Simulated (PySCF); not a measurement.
# Spinor energies of Au⁴⁴⁺ (gold, charge +44)

Start: [Ar] 3d10 4s2 4p5; 4p1/2 filled at m_j = -1/2, +1/2; 4p3/2 filled at m_j = -1/2, +1/2, +3/2. Calculated with PySCF 2.14 in an uncontracted even-tempered set (16 s from 5.8 bohr⁻², ratio 2.8; 14 p from 7.5 bohr⁻², ratio 2.8; 8 d from 13 bohr⁻², ratio 2.8; 4 f from 35 bohr⁻², ratio 3): generalised Hartree-Fock with the X2C-1e Hamiltonian and a Gaussian nucleus; one run each with spin-orbit coupling (SO) switched off, then screened by Boettger's factors.

| spinor shell | electrons | ε, spin-free (eV) | ε, screened SO (eV) | weight of nominal j (screened SO) | rms radius, screened SO (bohr) |
| --- | --- | --- | --- | --- | --- |
| 1s1/2 | 2 | -83354.3 | -83321.2 | 1.000 | 0.0190 |
| 2s1/2 | 2 | -16642.6 | -16631.2 | 1.000 | 0.0768 |
| 2p1/2 | 2 | -14695.3 | -16018.6 | 1.000 | 0.0650 |
| 2p3/2 | 4 | -14695.3 | -14173.5 | 1.000 | 0.0730 |
| 3s1/2 | 2 | -5565.3 | -5560.7 | 1.000 | 0.194 |
| 3p1/2 | 2 | -4986.6 | -5292.0 | 1.000 | 0.185 |
| 3p3/2 | 4 | -4986.6 | -4862.0 | 1.000 | 0.200 |
| 3d3/2 | 4 | -4377.6 | -4430.1 | 1.000 | 0.175 |
| 3d5/2 | 6 | -4377.6 | -4337.9 | 1.000 | 0.179 |
| 4s1/2 | 2 | -2565.7 | -2564.0 | 1.000 | 0.408 |
| 4p1/2 | 2 | -2354.8 | -2450.4 | 1.000 | 0.401 |
| 4p3/2 | 3 | -2354.8 | -2315.5 | 1.000 | 0.423 |

| quantity | spin-free | screened SO |
| --- | --- | --- |
| E (hartree) | -17696.41597 | -17727.54701 |
| M_J | 3/2 | 3/2 |
| ⟨J²⟩ | 3.751 | 3.751 |
| ⟨L²⟩ | 2.001 | 2.094 |
| ⟨S²⟩ | 0.750 | 0.844 |

Each row is a mean over spinors that exchange with the open shell spreads, by up to 13.649 eV (4s1/2).

Breit and QED terms are absent; they matter most for the inner s and p1/2 levels.

Densities and radii are taken from the X2C orbitals without a picture-change correction, which distorts them close to the nucleus.

Without spin-orbit coupling the j labels of p, d and f shells carry no meaning; the spin-free column gives the mean over the occupied spinors of each nl shell.
